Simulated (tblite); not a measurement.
Compound: C5H11PS.
Atom-mapped SMILES: `[CH2:1]=[CH:2][CH2:3][PH:4][CH2:5][S:6][CH3:7]` (hydrogens: H8, H9 on C1; H10 on C2; H11, H12 on C3; H13 on P4; H14, H15 on C5; H16, H17, H18 on C7)

A start from a force field or distance geometry was refined with GFN2-xTB geometry optimisation, gas phase (tblite 0.8.0). Values at the start:

| coordinate | start |
| --- | --- |
| C1=C2 | 1.317 Å |
| C1–H8 | 1.110 Å |
| C1–H9 | 1.081 Å |
| C2–C3 | 1.482 Å |
| C2–H10 | 1.097 Å |
| C3–P4 | 1.814 Å |
| C3–H11 | 1.132 Å |
| P4–C5 | 1.840 Å |
| P4–H13 | 1.449 Å |
| C5–S6 | 1.809 Å |
| C5–H14 | 1.121 Å |
| S6–C7 | 1.817 Å |
| C7–H16 | 1.108 Å |
| C1–C2–C3 | 124.3° |
| C2–C3–P4 | 117.2° |
| C3–P4–C5 | 115.2° |
| P4–C5–S6 | 109.2° |
| C5–S6–C7 | 112.4° |
| C1–C2–C3–P4 | -2° |
| C2–C3–P4–C5 | 67° |
| C3–P4–C5–S6 | 180° |

Q: How do these coordinates change at the GFN2-xTB level?

A: 
```csv
coordinate,GFN2-xTB (Å or °),change
C3–P4,1.865,+0.051
P4–H13,1.402,-0.047
C3–H11,1.097,-0.035
C1–H8,1.076,-0.034
C5–H14,1.091,-0.030
P4–C5,1.868,+0.028
C7–H16,1.085,-0.023
C2–C3,1.496,+0.014
C2–H10,1.084,-0.013
C5–S6,1.818,+0.009
S6–C7,1.811,-0.006
C1=C2,1.319,+0.002
C1–H9,1.081,0.000
C3–P4–C5,97.0,-18.2
C5–S6–C7,99.1,-13.3
C2–C3–P4,113.8,-3.4
P4–C5–S6,112.3,+3.1
C1–C2–C3,125.0,+0.7
C1–C2–C3–P4,15,+17
C3–P4–C5–S6,164,-16
C2–C3–P4–C5,75,+8
```

The energy falls by 104.4 kJ/mol over 108 L-BFGS steps, the largest force on an atom goes from 3.87 to 0.010 eV/Å, and the atoms move by 0.486 Å rms after alignment. The bond that changes most is C3–P4 (sp3 carbon bound to phosphorus to phosphine phosphorus), which lengthens by 0.051 Å. Bonds longer at the end by more than 0.005 Å: 4 of 17; shorter: 11. Among the dihedrals that turn most is C5–S6–C7–H18, from -111° to -60°. Rotational constants go from 3488, 832.1, 761.4 to 3422, 866.7, 808.9 MHz.

Its GFN2-xTB frequencies are all real (lowest 23 cm⁻¹). One conformer, not necessarily the lowest.

All values are computed, not measured.
